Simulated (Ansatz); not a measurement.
Geometry optimisation, RKS PBE0-D4/cc-pVDZ (Ansatz).

Input file:

```yaml
crystal:
  periodic: [false, false, false]
  atoms:
    - { symbol: Al, position_ang: [0.0, 0.0, 0.0] }
    - { symbol: O, position_ang: [0.0, 0.0, 2.13] }
    - { symbol: H, position_ang: [-0.9095, -0.2814, 2.4671] }
    - { symbol: "N", position_ang: [1.6627, 0.0, -0.96] }
    - { symbol: H, position_ang: [2.1293, -0.9179, -1.2118] }
    - { symbol: H, position_ang: [2.1141, 0.9179, -1.2382] }
    - { symbol: H, position_ang: [-1.351, 0.0, -0.78] }
    - { symbol: "N", position_ang: [0.0995, 2.1044, 0.7] }
    - { symbol: H, position_ang: [0.493, 2.3259, 1.659] }
    - { symbol: H, position_ang: [-0.2465, 2.8877, 0.0753] }
    - { symbol: H, position_ang: [0.0609, 1.2889, 1.7979] }
basis:
  gaussian: { orbitals: cc-pVDZ }
hamiltonian:
  xc: pbe0
  dispersion: d4
relax:
  f_tol: 0.15
  max_steps: 25
  restrain:
    - { distance: [0, 7], at: 1.92, k: 30.0 }
    - { distance: [10, 1], at: 1.01, k: 30.0 }
    - { distance: [0, 1], at: 2.98, k: 30.0 }
    - { distance: [10, 7], at: 2.26, k: 30.0 }
output:
  orbitals: {}
```

Run as:

```bash
$ ansatz run input.yaml --threads 2 --pin off --max-ram 3072MiB --backend cpu --events-out ev --progress --plain --runs-dir out
```

Problem. Where does it end, and by what steps?

Solution. The run converged. The restraints hold the end off the free minimum. After 9 steps the energy has fallen by 2.894 eV (the restraints' own energy left out); H9 moved furthest, 1.20 Å. Parted: Al1–O2 (2.13 → 2.97 Å). Joined: O2–H11 (1.33 → 0.99 Å).

| step | energy less start (eV) | largest force component (eV/Å) | accepted |
| --- | --- | --- | --- |
| 0 | 0.0000 | 3.538 | yes |
| 1 | -0.7160 | 3.779 | yes |
| 2 | -1.3794 | 3.723 | yes |
| 3 | -2.0602 | 2.163 | yes |
| 4 | -2.4354 | 0.865 | yes |
| 5 | -2.5922 | 1.016 | yes |
| 6 | -2.7292 | 0.957 | yes |
| 7 | -2.8176 | 0.849 | yes |
| 8 | -2.8789 | 0.996 | yes |
| 9 | -2.8938 | 1.091 | yes |

```xyz
11
Properties=species:S:1:pos:R:3
Al 0.122 0.621 -0.399
O -0.050 -0.172 2.455
H -0.990 -0.370 2.547
N 1.696 0.045 -1.016
H 1.844 -0.892 -1.373
H 2.590 0.471 -0.796
H -1.255 -0.081 -0.761
N 0.047 2.236 0.567
H 0.869 2.831 0.634
H -0.774 2.830 0.474
H -0.048 0.806 2.305
```

The run took 20 s on 2 threads of Arm Neoverse V2 (shared host), peak memory 0.19 GiB.
